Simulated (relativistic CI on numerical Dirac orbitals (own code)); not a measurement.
## What each ingredient does to the levels of Ga¹⁵⁺

Base calculation: Dirac-Coulomb-Breit CI, separate exchange-only KLI orbitals for each configuration, a model potential for QED, unscaled Slater integrals.

Configurations in the expansion (outside the closed core [Ne]): 3s²3p⁴, 3s3p⁵, 3s²3p³3d, 3p⁶, 3s3p⁴3d, 3p⁵3d, 3s3p³3d², 3s²3p³4s, 3s²3p²3d4p, 3p⁵4s, 3s²3p³4p, 3p⁵4p, 3s3p³3d4s, 3s²3p²3d², 3s²3p3d³, 3s3p²3d³, 3s²3p3d²4s, 3s²3p3d²4p, 3p⁴3d², 3p³3d³, 3p³3d²4s, 3p³3d²4p. Double excitations out of closed p, d and f shells are left out; levels of such configurations are missing from the list, as are those of other unlisted configurations, and high levels can miss mixing partners.

Variants: (1) configuration mixing switched off; (2) Breit term removed. Shifts of the energy above 3s²3p⁴ ³P2, in cm⁻¹, for the lowest level and the first level of each name with at least 55 % of one term (blank where a level changes its place among those of its configuration and J or its character, or is not in the variant):

```csv
Level,Base,Δ(1),Δ(2)
3s²3p⁴ ³P2,0,0,0
3s²3p⁴ ³P0,30218,+1865,+264
3s²3p⁴ ³P1,34508,+303,+752
3s²3p⁴ ¹D2,67555,+2147,+822
3s²3p⁴ ¹S0,133699,+11086,+1200
3s3p⁵ ³P°2,403460,+58391,+225
3s3p⁵ ³P°1,425969,+61425,+596
3s3p⁵ ³P°0,443017,+61469,+959
3s²3p³3d ⁵D°0,541080,-13975,+1208
3s²3p³3d ⁵D°2,541652,-13303,+1412
3s²3p³3d ⁵D°1,541900,-14007,+1338
3s²3p³3d ⁵D°3,542020,-12777,+1624
3s²3p³3d ⁵D°4,545931,-12978,+2009
3s²3p³3d ³D°3,584496,-8669,+1973
3s²3p³3d ³D°1,588230,-7966,+1852
3s²3p³3d ³F°2,593522,-8852,+1649
3s²3p³3d ¹S°0,597948,-1696,+1672
3s²3p³3d ³F°3,599906,-9179,+1985
3s²3p³3d ³F°4,610402,-10000,+2446
3s²3p³3d ³G°3,627046,-12461,+1449
3s²3p³3d ³G°4,633336,-12218,+1962
3s²3p³3d ³G°5,641265,-13335,+2603
```

At this charge energies of transitions that change n are usually good to better than 1 %, and those within a shell (Δn = 0) to a few per cent.

Ionisation energy from the two ground configurations alone: base 546.965 eV; Breit term removed 547.223 eV. The NIST ASD value (semi-empirical) is 548.3 eV.

LS names give the leading component of a level, which can be under half, so a name can repeat, a term be missing and a line seem to break the LS rules.
